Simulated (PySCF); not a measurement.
SMILES N[Te][SeH] (H₃NSeTe) at its PBE0/def2-SVP optimised geometry (Å):

```
6

Te     1.3488    -0.7326     0.0000
N      1.7099    -0.6678     1.9954
H      2.2025     0.1709     2.2895
H      2.1634    -1.5048     2.3507
Se    -1.1806    -0.7326     0.0000
H     -1.3488     0.7326     0.0000
```

Method: PBE0/def2-TZVP, def2 effective core potentials past Kr (PySCF 2.14.0). The core electrons that the potentials of Te replace are not part of the density. Cells within 0.4 Å of a nucleus heavier than hydrogen are left out (blank, or x).

Map of the deformation density (molecule minus spherical neutral atoms) (e/bohr³) on the plane z = 0.0 Å:

```
|111111111111111111111111111|
|111111111111111111111111111|
|111111111111111111111111111|
|111111111111111111111111111|
|111111111111111111111111111|
|111111111111111111111111111|
|111111111111111111111111111|
|111111111111111111111111111|
|111111100011111111111111111|
|111111000011111112222111111|
|111111126321111122222211111|
|111111259631111222332211111|
|111111258631111223443211111|
|111111134310122223343211111|
|111110011000222111103211111|
|11111012xx1133211xxx1211111|
|11111122xxx133211xxx1211111|
|11111234xx21232111x02211111|
|111112343211222222233211111|
|111111222100111234443211111|
|111111111101111223333211111|
|111111111111111222222211111|
|111111111111111122222211111|
|111111111111111112221111111|
|111111111111111111111111111|
|111111111111111111111111111|
|111111111111111111111111111|
```
Scale: ten equal steps from -0.014 (start of '0') to 0.063 (end of '9'), in the order '0123456789'; x runs from -3.50 to 3.50, y from -3.50 (bottom) to 3.50 (top).
